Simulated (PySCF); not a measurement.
Level of theory: TPSSh-D3(BJ)/def2-TZVP // r2SCAN-D4/def2-SVP in PySCF. Isolated molecules, 0 K electronic values unless said otherwise. 

Reference species: [Y(Cl)3] (neutral, multiplicity 1).

```
Quantity                                                         Value
------------------------------------------------------------  --------
mean distance from the central atom to its bonded neighbours   2.443 Å
LUMO                                                          -3.17 eV
```

Changed species: [Y(F)3] (3 of 3 Cl replaced by F; the reference has 0 of 3 Cl replaced by F).

Task: Predict the effect on the mean distance from the central atom to its bonded neighbours and LUMO.

Result: the mean distance from the central atom to its bonded neighbours falls by 0.443 Å, to 2.000 Å; the LUMO goes up by 0.56 eV, to -2.61 eV.
